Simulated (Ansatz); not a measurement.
Molecule: C₃H₁₁NSi (charge 0, singlet). 
Structure (B3LYP-D3(BJ)/def2-TZVP (Ansatz, a first-principles code) minimum search):
```
Si
N 1 1.7334
H 2 1.0084 1 120.21
H 2 1.0084 3 110.34 1 146.80
C 1 1.8740 2 107.06 3 -48.36
H 5 1.0916 1 111.08 2 -59.99
H 5 1.0925 6 108.17 1 122.09
H 5 1.0933 6 107.85 7 115.79
C 1 1.8740 2 107.06 3 -168.09
H 9 1.0916 1 111.08 2 59.99
H 9 1.0925 10 108.17 1 -122.09
H 9 1.0933 10 107.85 11 -115.79
C 1 1.8817 2 113.90 3 71.78
H 13 1.0929 1 111.16 2 -59.91
H 13 1.0929 14 107.60 1 -121.92
H 13 1.0934 14 107.68 15 -115.82
```
Charge 0, spin multiplicity 1.

Total electronic energies in hartree. Cores are frozen in the correlated levels unless marked. No spin-orbit coupling. No relativistic terms. CBS(X,Y): correlation extrapolated as X^-3; Hartree-Fock from the larger set.

```
level                                        program  energy (Eh)
------------------------------------  --------------  -----------
HF/cc-pwCVTZ                                  Ansatz   -463.54391
PBE-D3(BJ)/def2-TZVPD                 Ansatz + dftd3   -464.94560
PBE-D4/def2-TZVPD                     Ansatz + dftd4   -464.94506
B3LYP-D3(BJ)/def2-TZVPD               Ansatz + dftd3   (withheld)
PBE0-D3(BJ)/def2-TZVPD                Ansatz + dftd3   -465.00582
PBE-QIDH/def2-TZVPD                           Ansatz   -464.88212
SCS-MP2/cc-pwCVTZ                             Ansatz   -464.44583
CCSD(T)/cc-pV(T+d)Z                           Ansatz   -464.51805
CCSD(T)/CBS(cc-pV(T+d)Z,cc-pV(Q+d)Z)          Ansatz    -464.6228
```

Question: Fill in the missing entries.

Answer: 
- B3LYP-D3(BJ)/def2-TZVPD, energy (Eh): -465.38728
